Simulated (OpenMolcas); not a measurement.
**Al+: effect of the basis set**

```yaml
Program: OpenMolcas 26.06
Method: CASSCF
Active_space: 2 electrons in 8 orbitals (3s 3p 4s 4p)
State_averaging: 2S+1 = 3 even, 3 roots; 2S+1 = 1 even, 7 roots; 2S+1 = 3 odd, 3 roots; 2S+1 = 1 odd, 3 roots
Spin-orbit_coupling: RASSI with atomic mean-field integrals over the reference wave functions, term energies averaged over their components
```

A. ANO-RCC-VTZP [5s4p2d1f], DKH2, point nucleus; cost about 12 core-seconds
B. ANO-R2 [5s5p3d1f], X2C, finite nucleus; cost about 16 core-seconds
C. ANO-RCC-VQZP [6s5p3d2f1g], DKH2, point nucleus; cost roughly 11 core-seconds
D. ANO-RCC [9s9p5d3f2g], DKH2, point nucleus; cost of the order of 50 core-seconds

Energies in cm-1 above 3s2 1S0, the measured ground level; measured values from NIST Handbook of Basic Atomic Spectroscopic Data.

```tsv
Level	A	B	C	D	Measured
3s2 1S0	0.0	0.0	0.0	0.0	0.0
3s 3p 3P* 0	37350	37153	37193	37056	37393
3s 3p 3P* 1	37401	37205	37244	37106	37454
3s 3p 3P* 2	37502	37309	37347	37207	37578
3s 3p 1P* 1	67701	67551	67512	67365	59852
```

Deviations, from unrounded energies. A percentage is the sum of absolute deviations over the sum of measured energies, with the sign that they share, or ± where signs differ.

| Against measurement | Levels | A | B | C | D |
| --- | --- | --- | --- | --- | --- |
| mean absolute deviation (cm-1) | 4 | 2000 | 2100 | 2100 | 2100 |
| other configurations (%) | 4 | ±4.7 | ±4.9 | ±4.8 | ±5.0 |

A, C lie about equally close to measurement and D furthest from it. The largest miss of A in the table is 3s 3p 1P* 1, by +7800 cm-1. The ranking rests on the paired levels alone, and a cruder setting can come out closer through cancelling errors.

Among A to D the level of the table that moves most is 3s 3p 1P* 1, by 340 cm-1 (lowest in D, highest in A).

Without dynamic correlation excited terms often stand tens of per cent too high (terms of higher spin than the ground term too low), and those without a measured partner can miss by more than the paired ones. The run also gave levels led by 3s 4s, which use shells meant for correlation; these and all levels above them are left out. Computed and measured levels are paired by configuration, term and J; levels that our copy of the source lacks, or whose pairing is in doubt (as where it misses far off the trend of its configuration), stay unpaired and out of the deviations. Levels of configurations outside the active space are missing. Levels that lie high or do not pair safely by name in every column are left out.

* marks odd parity.
